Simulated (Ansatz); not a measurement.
Consider the substitution at a C–Al bond: `[CH3][Al]([CH3])[N]=C=O` + `SB(Cl)Cl` → `CSB(Cl)Cl` + `[CH3][AlH][N]=C=O`.

Computed with Ansatz on PBE0-D4/def2-TZVP structures; ΔE is electronic, products minus reactants. CCSD(T)/CBS is the MP2 limit (def2-TZVPP, def2-QZVPP) plus CCSD(T) − MP2 in def2-TZVPP, frozen cores. DFT in def2-TZVPP. One conformer a species, not always the lowest.

| species | BLYP-D4 energy (Eh) |
| --- | --- |
| `[CH3][Al]([CH3])[N]=C=O` | -490.47302 |
| `SB(Cl)Cl` | -1344.19655 |
| `CSB(Cl)Cl` | -1383.50503 |
| `[CH3][AlH][N]=C=O` | -451.14681 |

**Question.** Work out ΔE.

**Answer.** ΔE = (-1383.50503) + (-451.14681) − (-490.47302) − (-1344.19655) = 0.01773 Eh = +11.1 kcal/mol. CCSD(T)/CBS gives +11.9 kcal/mol.

**Question.** What do rigid-rotor, harmonic-oscillator terms from PBE0-D4/def2-TZVP frequencies (298.15 K, 1 bar) make of the CCSD(T)/CBS value? (Best estimate.)

**Answer.** Ansatz gave: ΔZPE = +0.4 kcal/mol, ΔH = +12.1 kcal/mol, ΔS = -9 J/(mol·K), ΔG = +12.7 kcal/mol. Modes under 50 cm⁻¹ make the entropy rough.

Largest T1 diagnostic among the species: 0.015.

Leaving LDA and LC-ωPBE aside and taking each functional with its dispersion term where it has one, the values, not all of them listed here, spread over 2.0 kcal/mol, from B97M-V to r2SCANh-D4. The D4 term adds −0.7 kcal/mol with B3LYP and −0.3 kcal/mol with PBE0; it sums over pairs of atoms, weighted by their polarisabilities, and B3LYP, whose exchange is more repulsive, gets the larger term.

B3LYP here is the variant with VWN-RPA as its local correlation; programs differ in this.
